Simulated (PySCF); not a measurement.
Cd(Me)(SMe) (C₂H₆CdS), SMILES C[S][Cd][CH3].

Geometry optimised at PBE-D3(BJ)/def2-SVP. The def2 effective core potentials stand for the cores of Cd; spin–orbit coupling is left out. The values are those of a single conformer.

These are PBE-D3(BJ)/def2-SVP (PySCF 2.14.0) values and carry that method's errors.

Frequencies are harmonic and unscaled.

A small imaginary wavenumber (i) marks a very flat motion, where grid noise or a shallow saddle decides the sign.

Computed vibrational spectrum:
```json
[
 {"mode": "1", "ν (cm⁻¹)": "19i", "IR (km/mol)": "0.2", "moving atoms (share of kinetic energy)": "H 94 %"},
 {"mode": "2", "ν (cm⁻¹)": "84", "IR (km/mol)": "1.0", "moving atoms (share of kinetic energy)": "C 59 %, H 26 %, Cd 14 %"},
 {"mode": "3", "ν (cm⁻¹)": "92", "IR (km/mol)": "0.4", "moving atoms (share of kinetic energy)": "H 64 %, C 21 %, Cd 11 %"},
 {"mode": "4", "ν (cm⁻¹)": "116", "IR (km/mol)": "2.0", "moving atoms (share of kinetic energy)": "H 53 %, S 17 %, C 15 %, Cd 15 %"},
 {"mode": "5", "ν (cm⁻¹)": "163", "IR (km/mol)": "0.9", "moving atoms (share of kinetic energy)": "C 40 %, S 21 %, Cd 20 %, H 19 %"},
 {"mode": "6", "ν (cm⁻¹)": "327", "IR (km/mol)": "18.4", "moving atoms (share of kinetic energy)": "S 76 %, Cd 13 %"},
 {"mode": "7", "ν (cm⁻¹)": "498", "IR (km/mol)": "28.9", "moving atoms (share of kinetic energy)": "C 66 %, H 17 %, Cd 16 %"},
 {"mode": "8", "ν (cm⁻¹)": "675", "IR (km/mol)": "29.2", "moving atoms (share of kinetic energy)": "H 83 %, C 16 %"},
 {"mode": "9", "ν (cm⁻¹)": "681", "IR (km/mol)": "28.6", "moving atoms (share of kinetic energy)": "H 84 %, C 15 %"},
 {"mode": "10", "ν (cm⁻¹)": "688", "IR (km/mol)": "6.4", "moving atoms (share of kinetic energy)": "C 58 %, S 31 %, H 11 %"},
 {"mode": "11", "ν (cm⁻¹)": "919", "IR (km/mol)": "7.1", "moving atoms (share of kinetic energy)": "H 84 %, C 14 %"},
 {"mode": "12", "ν (cm⁻¹)": "931", "IR (km/mol)": "10.1", "moving atoms (share of kinetic energy)": "H 82 %, C 16 %"},
 {"mode": "13", "ν (cm⁻¹)": "1125", "IR (km/mol)": "5.9", "moving atoms (share of kinetic energy)": "H 83 %, C 17 %"},
 {"mode": "14", "ν (cm⁻¹)": "1283", "IR (km/mol)": "24.4", "moving atoms (share of kinetic energy)": "H 87 %, C 13 %"},
 {"mode": "15", "ν (cm⁻¹)": "1380", "IR (km/mol)": "1.0", "moving atoms (share of kinetic energy)": "H 95 %"},
 {"mode": "16", "ν (cm⁻¹)": "1381", "IR (km/mol)": "0.6", "moving atoms (share of kinetic energy)": "H 95 %"},
 {"mode": "17", "ν (cm⁻¹)": "1404", "IR (km/mol)": "6.0", "moving atoms (share of kinetic energy)": "H 95 %"},
 {"mode": "18", "ν (cm⁻¹)": "1406", "IR (km/mol)": "8.5", "moving atoms (share of kinetic energy)": "H 95 %"},
 {"mode": "19", "ν (cm⁻¹)": "2976", "IR (km/mol)": "34.8", "moving atoms (share of kinetic energy)": "H 98 %"},
 {"mode": "20", "ν (cm⁻¹)": "2984", "IR (km/mol)": "8.9", "moving atoms (share of kinetic energy)": "H 98 %"},
 {"mode": "21", "ν (cm⁻¹)": "3078", "IR (km/mol)": "6.1", "moving atoms (share of kinetic energy)": "H 90 %, C 10 %"},
 {"mode": "22", "ν (cm⁻¹)": "3080", "IR (km/mol)": "2.2", "moving atoms (share of kinetic energy)": "H 90 %, C 10 %"},
 {"mode": "23", "ν (cm⁻¹)": "3095", "IR (km/mol)": "3.1", "moving atoms (share of kinetic energy)": "H 91 %, C 9 %"},
 {"mode": "24", "ν (cm⁻¹)": "3098", "IR (km/mol)": "3.2", "moving atoms (share of kinetic energy)": "H 90 %, C 10 %"}
]
```
